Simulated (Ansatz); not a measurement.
Total energies of C2H8GaNSi.

| atom | x (Å) | y (Å) | z (Å) |
| --- | --- | --- | --- |
| C1 | -1.819 | 1.055 | 0.579 |
| Si2 | 0.032 | 1.230 | 0.418 |
| C3 | 0.747 | -0.377 | -0.236 |
| N4 | 1.469 | -0.575 | -1.277 |
| Ga5 | 1.050 | -2.350 | -0.220 |
| H6 | -2.067 | 0.222 | 1.240 |
| H7 | -2.278 | 0.867 | -0.394 |
| H8 | -2.259 | 1.964 | 0.995 |
| H9 | 0.662 | 1.478 | 1.743 |
| H10 | 0.396 | 2.343 | -0.510 |
| H11 | 1.741 | 0.208 | -1.879 |
| H12 | 0.004 | -3.213 | -0.996 |
| H13 | 2.321 | -2.852 | 0.535 |

The species carries charge 0 and has multiplicity 1. Correlated methods include outer-core shells of Ga, which these sets cover unevenly. Scalar relativity is left out up to krypton. The bonds changed during the relaxation, so this is another structure than the one it started from. The geometry is a stationary point of PBE0-D4/def2-TZVP. It is one conformer, not always the lowest. Basis def2-TZVPP, the Gaussian-basis code of Ansatz.

RPA on PBE orbitals: Hartree–Fock energy of these orbitals -2346.96687 Eh, correlation -1.50351 Eh (frozen core).

```
             functional                                       kind  energy without D4 (Eh)  D4 term (kJ/mol)
                 revPBE                                        GGA             -2349.90327             -82.7
                   BLYP                                        GGA             -2350.14755             -63.5
                 r2SCAN                                   meta-GGA             -2350.02828              -7.4
                   PBE0         global hybrid, 25 % exact exchange             -2349.60374             -25.2
                  B3LYP                        global hybrid, 20 %             -2350.22583             -47.6
HSE06 (plane-wave form)                            screened hybrid             -2349.58854             -23.7
                ωB97X-V       range-separated hybrid GGA with VV10             -2349.88370                 –
                ωB97M-V  range-separated hybrid meta-GGA with VV10             -2349.95009                 –
                 B2PLYP                              double hybrid             -2349.53940                 –
               PBE-QIDH                              double hybrid             -2349.16202                 –
```

Task: Give the same for LDA (SPW92), PBE, B97M-V, r2SCANh, r2SCAN0, BHLYP, CAM-B3LYP, LC-ωPBE. (Best estimate.)

Result: Computed: 
```
 functional                         kind  energy without D4 (Eh)  D4 term (kJ/mol)
LDA (SPW92)                          LDA             -2344.73685                 –
        PBE                          GGA             -2349.52071             -29.5
     B97M-V           meta-GGA with VV10             -2349.70146                 –
    r2SCANh        meta-GGA hybrid, 10 %             -2350.00864              -8.0
    r2SCAN0        meta-GGA hybrid, 25 %             -2349.98099              -8.8
      BHLYP          global hybrid, 50 %             -2350.03330             -38.5
  CAM-B3LYP       range-separated hybrid             -2350.19749             -25.9
    LC-ωPBE  long-range corrected hybrid             -2349.71691                 –
```

B3LYP takes the VWN-RPA correlation (the form of Gaussian; ORCA's B3LYP/G). HSE06 is the plane-wave form, built on full-range PBE exchange. The double hybrids freeze the cores in their second-order part.

LC-ωPBE has ω = 0.4 bohr⁻¹.
